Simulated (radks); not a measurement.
The numbers below are computed, except where a source is named.
Problem. The mean radii <r> (bohr) of the occupied orbitals of an atom or ion are listed with their occupations. Level of theory: Dirac Kohn-Sham, PBE, spin-unpolarised, spherical densities, finite nucleus; Fermi nuclear charge, rms radius of each element as measured or else 0.836 A^(1/3) + 0.57 fm (a radial shooting solver on a logarithmic mesh with Libxc functionals).

orbital  occ.      <r>
1s1/2       2  0.04860
2s1/2       2   0.2176
2p1/2       2   0.1883
2p3/2       4   0.1918
3s1/2       2   0.6517
3p1/2       2   0.6719
3p3/2       4   0.6826
3d3/2       4   0.8069
3d5/2       6   0.8133
4s1/2       2    2.345
4p1/2       1    3.388

Name the element and its charge. Open shells, if any, fill j = l - 1/2 first.

Solution. Z = 31, gallium, charge 0: Ga in [Ar] 3d10 4s2 4p1. The 1s radius gives Z: for a bare nucleus <r> = (2 gamma + 1)/(2Z) with gamma = sqrt(1 - (Z/c)^2), 0.04755 bohr for Z = 31, and screening makes it slightly larger (0.04860 here). The occupations add up to 31, and the charge is Z minus that.
